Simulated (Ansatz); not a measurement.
`F[Si](Cl)(Cl)Cl` + CH₃SH → `CS[Si](F)(Cl)Cl` + HCl at 600 K and 1 bar (ligand exchange at the Si–Cl bond).

Gas-phase electronic energies from Ansatz, PBE0-D4/def2-TZVP geometries. CCSD(T)/CBS is the MP2 limit (def2-TZVPP, def2-QZVPP) plus CCSD(T) − MP2 in def2-TZVPP, frozen cores. This one scheme is used for every species. One conformer a species, not always the lowest.

| species | CCSD(T)/CBS energy (Eh) | H − E (kJ/mol) | S (J/(mol·K)) |
| --- | --- | --- | --- |
| `F[Si](Cl)(Cl)Cl` | -1768.43208 | 69.8 | 397.4 |
| CH₃SH | -438.22835 | 152.3 | 296.8 |
| `CS[Si](F)(Cl)Cl` | -1746.26881 | 188.9 | 487.3 |
| HCl | -460.38127 | 35.4 | 207.2 |

H − E and S are ideal-gas, rigid-rotor, harmonic terms from PBE0-D4/def2-TZVP, for one conformer and one mirror image of each species. 1 Eh = 2625.50 kJ/mol, R = 8.31446 J/(mol·K).

Problem. By hand: ΔE, ΔH, ΔS and ΔG.

Solution. ΔE = (-1746.26881) + (-460.38127) − (-1768.43208) − (-438.22835) = 0.01035 Eh = 27.2 kJ/mol. Δ(H − E) = 188.9 + 35.4 − 69.8 − 152.3 = 2.2, so ΔH = 29.4 kJ/mol. ΔS = 487.3 + 207.2 − 397.4 − 296.8 = 0.3 J/(mol·K). ΔG = 29.4 − 600 × (0.3)/1000 = 29.2 kJ/mol.

Problem. By hand: the equilibrium constant, and the temperature at which ΔG would vanish if ΔH and ΔS stayed fixed.

Solution. log₁₀ K = −ΔG/(RT ln 10) = -2.5. ΔG = 0 at ΔH/ΔS = 98000 K, far beyond where these terms or the molecules hold.

The number of gas molecules stays the same, so ΔS is small and ΔH decides. A doubt of 5 kJ/mol in ΔE shifts log₁₀ K by 0.4 here. Other conformers and mirror images would add mixing entropy, several J/(mol·K) or more a flexible species. Modes under 60 cm⁻¹, often nearly free rotors, make the harmonic entropy too high. These are equilibria of isolated gas molecules and say nothing of rates. Largest T1 diagnostic: 0.010 (customary marks: 0.02 for closed shells, 0.045 for open ones).
